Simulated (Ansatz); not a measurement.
`FC[SiH]1CC1`, charge 0, multiplicity 1.

(1) Give a relaxed structure at PBE0-D4/def2-TZVP (Ansatz). (Estimate.)

Answers

(1) Ansatz gave: 
Z-matrix (Å, degrees):
```
C
Si 1 1.885
F 1 1.392 2 111.5
H 1 1.095 2 109.6 3 -120.0
H 1 1.095 2 111.6 3 120.7
C 2 1.843 1 119.1 3 90.2
C 2 1.847 1 117.3 3 146.9
H 2 1.478 1 115.4 3 -63.4
H 6 1.085 2 119.2 1 -5.2
H 6 1.085 2 119.3 1 -150.1
H 7 1.085 2 119.3 1 146.4
H 7 1.086 2 119.7 1 1.1
```
This is one stationary point; other conformers may exist.
